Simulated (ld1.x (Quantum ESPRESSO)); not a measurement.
# Pt (Z = 78): one change to an ultrasoft potential, before and after

```json
{
 "Element": "Pt (Z = 78)",
 "Generator": "ld1.x (Quantum ESPRESSO) 7.5",
 "Type": "ultrasoft",
 "Functional": "Wu–Cohen",
 "Relativity": "scalar-relativistic",
 "Frozen core": "[Xe] 4f14",
 "Valence charge": "10",
 "Reference configuration": "5d9 6s1 6p0",
 "Partial waves": "6s (bound): rcut 2.35, rcutus 2.50 bohr; 6s channel at 1.5 Ry: rcut 2.35, rcutus 2.50 bohr; 6p (bound, empty): rcut 2.55, rcutus 3.50 bohr; 6p channel at 5 Ry: rcut 2.55, rcutus 3.50 bohr; 5d (bound): rcut 2.05, rcutus 2.25 bohr; 5d channel at 2.4 Ry: rcut 2.05, rcutus 2.25 bohr",
 "Local potential": "all-electron potential smoothed inside 3.35 bohr (lloc = -1)",
 "Core correction": "Bessel-smoothed model core inside 1.70 bohr",
 "Augmentation charge": "PSQ, inside the norm-conserving radii"
}
```

All-electron outer shells of the reference configuration (Wu–Cohen, scalar-relativistic, ld1.x):

```json
{"shell": "4f", "level (eV)": "-70.14", "outermost node (bohr)": "–", "outermost maximum (bohr)": "0.38"}
{"shell": "5p", "level (eV)": "-56.04", "outermost node (bohr)": "0.53", "outermost maximum (bohr)": "0.98"}
{"shell": "5d", "level (eV)": "-6.16", "outermost node (bohr)": "0.57", "outermost maximum (bohr)": "1.26"}
{"shell": "6s", "level (eV)": "-5.70", "outermost node (bohr)": "1.14", "outermost maximum (bohr)": "2.38"}
{"shell": "6p", "level (eV)": "-0.76", "outermost node (bohr)": "1.36", "outermost maximum (bohr)": "3.55"}
```

Change: waves 6s (bound): rcut 2.35, rcutus 3.12 bohr; 6s channel at 1.5 Ry: rcut 2.35, rcutus 3.12 bohr.

Cutoffs: the cutoffs (Ry, on a coarse ladder) from which the occupation-weighted sum of valence levels, in a spherical-Bessel basis at the reference potential, stays within 10 and 1 mRy of its value at 400 Ry; they do not see the model core or the augmentation charge, which bear on the density cutoff. Errors are all-electron minus pseudo energies relative to the spin-unpolarised reference configuration.

Predict the effect on cutoff, ghosts and configuration errors.

The potential gets neither clearly harder nor softer (21 Ry and 35 Ry → 21 Ry and 35 Ry); of the 7 tests that both files solve, the error grows in 3 and shrinks in 1 by more than 15 % and 0.3 meV (median size 107.6 → 145.1 meV); neither file shows a bound ghost.

| quantity | base | changed |
| --- | --- | --- |
| cutoff, loose | 21 Ry | 21 Ry |
| cutoff, tight | 35 Ry | 35 Ry |
| bound ghosts | none | none |
| error for 5d9 6s0 6p0, meV [ΔE 9.23 eV] | -50 | -69 |
| error for 5d8 6s0 6p0, meV [ΔE 29.23 eV] | -86 | -70 |
| error for 5d7 6s0 6p0, meV [ΔE 61.49 eV] | -633 | -560 |
| error for 5d8 6s1 6p1, meV [ΔE 6.65 eV] | -131 | -145 |
| error for 5d8 6s1 6p0, meV [ΔE 11.20 eV] | -108 | -151 |
| error for 5d6 6s0 6p0, meV [ΔE 107.18 eV] | -2297 | -2146 |
| error for 5d9.5 6s0.5 6p0, meV [ΔE -0.11 eV] | -38 | -45 |
| s: phases at 3.81 bohr within 0.05 rad from the reference energy up to (Ry; the scan ends near 5) | to the end of the scan | 4.0 |
| p: phases at 3.81 bohr within 0.05 rad from the reference energy up to (Ry; the scan ends near 5) | 1.5 | 1.5 |
| d: phases at 3.81 bohr within 0.05 rad from the reference energy up to (Ry; the scan ends near 5) | 0.6 | 0.6 |
| lowest overlap eigenvalue by channel | s 0.37, p 0.23, d 0.68 | s 0.54, p 0.23, d 0.68 |
